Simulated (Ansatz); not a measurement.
`[CH3][Al]([C]#N)[C]#N` + `OBO` → `N#COBO` + `[CH3][AlH][C]#N`  (substitution at a C–Al bond)

Isolated molecules relaxed with PBE0-D4/def2-TZVP in Ansatz; ΔE leaves out vibrations. CCSD(T)/CBS adds triple-zeta CCSD(T) − MP2 to the extrapolated MP2 energy (def2 sets, frozen cores). This one scheme is used for every species. DFT in def2-TZVPP. B3LYP here is the variant with VWN-RPA as its local correlation; programs differ in this. One conformer a species, not always the lowest.

```csv
level,ΔE (kJ/mol),difference from CCSD(T)/CBS
PBE-D4,147.1,-25.5
B3LYP-D4,155.8,-16.8
ωB97X-V,156.3,-16.3
ωB97M-V,163.3,-9.3
B2PLYP,163.3,-9.3
r2SCAN,155.3,-17.3
PBE0,150.6,-22.0
HF/def2-TZVPP,158.4,-14.2
SCS-MP2/def2-TZVPP,171.6,-1.0
CCSD/def2-TZVPP,168.8,-3.8
CCSD(T)/def2-TZVPP,168.9,-3.7
HF/def2-QZVPP,158.1,-14.5
MP2/def2-QZVPP,176.6,4.0
SCS-MP2/def2-QZVPP,173.8,1.2
HF/CBS(def2),158.0,-14.6
MP2/CBS(def2),178.3,5.7
CCSD(T)/CBS,172.6,0
```

Largest T1 diagnostic among the species: 0.015.

In def2-TZVPP, CCSD(T) changes the Hartree–Fock value by +10.5 kJ/mol (the triples alone add +0.2 kJ/mol) and MP2 by +16.3 kJ/mol. From PBE to PBE0 (25 % exact exchange), in def2-TZVPP and without D4, ΔE moves by +3.9 kJ/mol.
